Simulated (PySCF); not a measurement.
C2H4BFO2, SMILES FB1COCO1.

Geometry optimised at PBE0-D3(BJ)/def2-SVP. This is a generated structure with no PubChem entry under its InChIKey; it may be hypothetical. Other conformers were not sampled.

Two levels are set side by side: PBE/def2-TZVP (PySCF) and PBE0/def2-TZVP (PySCF). Same geometry, gas phase. Differences are taken from unrounded values.

```json
[
 {"quantity": "orbital gap (eV)", "PBE0": "8.41"},
 {"quantity": "highest occupied level (eV)", "PBE0": "-7.83"},
 {"quantity": "lowest empty level (eV)", "PBE0": "0.58"},
 {"quantity": "dipole moment (D)", "PBE0": "1.09"},
 {"quantity": "mean polarisability (bohr³)", "PBE0": "41.0"}
]
```

Task: What does PBE give, and how far is it from PBE0? (Estimate from the structure and the level; the computed values follow.)

Result: 
```
quantity                       PBE  PBE minus PBE0
---------------------------  -----  --------------
orbital gap (eV)              5.76           -2.65
highest occupied level (eV)  -6.24            1.60
lowest empty level (eV)      -0.47           -1.05
dipole moment (D)             1.01           -0.08
mean polarisability (bohr³)   43.0             2.1
```

Without exact exchange PBE keeps part of each electron's self-repulsion, which lifts occupied levels and narrows the gap. PBE's more diffuse valence density responds more strongly to a field. Differences between two approximate levels are no errors against the true value.

Rough cost on one machine, each run with all the roots and properties that it gave: PBE0 against PBE within a factor of 2.
